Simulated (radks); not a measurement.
Q: All-electron atom: K in [Ar] 3d0.5 4s0.5 (fractional occupations, a model configuration). Method: Dirac Kohn-Sham, BLYP, spin-unpolarised, spherical densities, finite nucleus; open shells fill j = l - 1/2 first; Fermi nuclear charge, rms radius 3.4349 fm; computed with a radial shooting solver on a logarithmic mesh with Libxc functionals. Some entries of the table are withheld. Estimate them.

| orbital | occ. | eigenvalue (Ry) | <r^2> (bohr^2) | <r> (bohr) |
|---|---|---|---|---|
| 1s1/2 | 2 | -259.0479 | 0.008836 | 0.08104 |
| 2s1/2 | 2 | -26.03723 | 0.1783 | 0.3878 |
| 2p1/2 | 2 | -20.80818 | 0.1511 | (1) |
| 2p3/2 | 4 | -20.59524 | 0.1531 | (2) |
| 3s1/2 | 2 | (3) | 1.866 | 1.268 |
| 3p1/2 | 2 | -1.45444 | 2.440 | 1.431 |
| 3p3/2 | 4 | -1.43463 | 2.471 | 1.440 |
| 4s1/2 | 0.5 | -0.21219 | 25.89 | (4) |
| 3d3/2 | 0.5 | -0.02292 | 141.7 | 10.30 |
| 3d5/2 | 0 | -0.02285 | 142.4 | 10.33 |

A: 
(1) 2p1/2 <r> (bohr): 0.3489
(2) 2p3/2 <r> (bohr): 0.3514
(3) 3s1/2 eigenvalue (Ry): -2.65283
(4) 4s1/2 <r> (bohr): 4.725
